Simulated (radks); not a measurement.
Values are calculated unless marked as measured or tabulated.
Species: Xe+. Configuration: [Kr] 4d9 5s2 5p6 (not the ground configuration).

Code: a radial shooting solver on a logarithmic mesh with Libxc functionals. Model: Dirac Kohn-Sham, PBEsol, spin-unpolarised, spherical densities, point nucleus; open shells fill j = l - 1/2 first.

Energy parts (eV):
part                       energy
total                 -202582.460
kinetic                215230.287
electron-nucleus      -491793.449
Hartree                 78969.145
exchange-correlation    -4988.444

Orbitals (lengths in bohr, moments of r in powers of bohr; <r^-3> diverges for s and p1/2):
orbital  occ.  eigenvalue (eV)  <r^-3>   <1/r>  small-component weight
1s1/2       2        -34350.55       -   58.10                3.96e-02
2s1/2       2        -5361.949       -   13.59                8.50e-03
2p1/2       2        -5039.334       -   13.57                8.53e-03
2p3/2       4        -4714.958    5566   12.47                8.08e-03
3s1/2       2        -1112.355       -   4.857                2.53e-03
3p1/2       2        -978.3023       -   4.769                2.48e-03
3p3/2       4        -916.6624    1082   4.498                2.35e-03
3d3/2       4        -680.7196   174.1   4.356                2.24e-03
3d5/2       6        -667.6820   160.5   4.286                2.20e-03
4s1/2       2        -215.1274       -   1.979                7.48e-04
4p1/2       2        -167.4398       -   1.873                6.86e-04
4p3/2       4        -154.9090   220.5   1.785                6.48e-04
4d3/2       4         -77.4671   28.15   1.553                5.11e-04
4d5/2       5         -75.4013   25.73   1.531                5.01e-04
5s1/2       2         -31.2217       -  0.7444                1.49e-04
5p1/2       2         -19.5075       -  0.6394                1.12e-04
5p3/2       4         -17.9505   27.12  0.6090                1.03e-04

The highest occupied level is 5p3/2 at -17.950 eV. Summed over all electrons, <r^2> = 51.97 bohr^2, which gives a Langevin (diamagnetic) susceptibility term of -41.2 x 10^-6 cm^3/mol. The density falls to 0.001 e/bohr^3 at r = 4.07 bohr.
